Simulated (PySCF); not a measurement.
C₃H₈O₂Si, SMILES O[C@H]1CO[SiH2]C1.

Geometry: PBE0-D3(BJ)/def2-SVP. The structure was generated by enumeration; whether it is a known compound was not checked. Other conformers were not sampled.

Two levels are set side by side: TDDFT-PBE/def2-SVPD (PySCF) and TDDFT-CAM-B3LYP/def2-SVPD (PySCF). Vertical, same geometry. The lowest singlet is HOMO→LUMO 98 % with PBE and HOMO→LUMO+1 81 % with the other functional; states are paired by order. Differences are taken from unrounded values.

| quantity | TDDFT-CAM-B3LYP |
|---|---|
| lowest singlet excitation (eV) | 7.09 |
| lowest triplet excitation (TDA) (eV) | 6.74 |

Problem. What does TDDFT-PBE give, and how far is it from TDDFT-CAM-B3LYP? (Estimate from the structure and the level; the computed values follow.)

Solution. 
| quantity | TDDFT-PBE | TDDFT-PBE minus TDDFT-CAM-B3LYP |
|---|---|---|
| lowest singlet excitation (eV) | 5.82 | -1.26 |
| lowest triplet excitation (TDA) (eV) | 5.71 | -1.03 |

A lower first singlet is the usual sign of a functional without exact exchange. Differences between two approximate levels are no errors against the true value.

Rough cost on one machine, each run with all the roots and properties that it gave: TDDFT-CAM-B3LYP against TDDFT-PBE about 7 times.
